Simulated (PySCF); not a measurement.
SMILES F[Si](F)(F)CCC#C, GFN2-xTB optimised geometry.

```
13

C      2.37     0.29     1.08
C      1.17     0.33     1.15
C     -0.27     0.37     1.20
C     -0.88    -0.39     0.00
Si    -2.75    -0.39     0.00
F     -3.40    -1.09     1.27
F     -3.40     1.07     0.00
F     -3.42    -1.12    -1.24
H      3.42     0.26     1.03
H     -0.60     1.41     1.20
H     -0.60    -0.09     2.14
H     -0.50    -1.41     0.01
H     -0.50     0.07    -0.92
```

Density from PySCF with CAM-B3LYP/def2-TZVP at that geometry.

Minimum of the electron density along straight lines between bonded atoms, close to the bond critical point (lines longer than 1.1 times the sum of covalent radii, or with two minima, are not listed):

```tsv
bond	length / Å	ρ at the minimum / e bohr⁻³	∇²ρ there / e bohr⁻⁵	position (fraction from the first atom)
C1–C2	1.196	0.423	-1.22	0.48
C2–C3	1.449	0.280	[?]	0.53
C3–C4	1.541	[?]	[?]	0.50
C4–Si5	1.876	0.132	0.09	0.61
Si5–F6	1.588	0.145	1.01	0.42
Si5–F7	1.588	0.145	1.01	0.42
Si5–F8	1.587	0.145	1.02	0.42
C1–H9	1.049	0.300	-1.16	0.66
C3–H10	1.093	0.281	-0.98	0.65
C3–H11	1.093	0.281	-0.98	0.65
C4–H12	1.093	0.276	-0.94	0.65
C4–H13	1.093	0.276	-0.94	0.65
```

Question: Some entries are withheld; supply them.

Answer: 
- C2–C3, ∇²ρ there / e bohr⁻⁵: -0.80
- C3–C4, ρ at the minimum / e bohr⁻³: 0.236
- C3–C4, ∇²ρ there / e bohr⁻⁵: -0.56
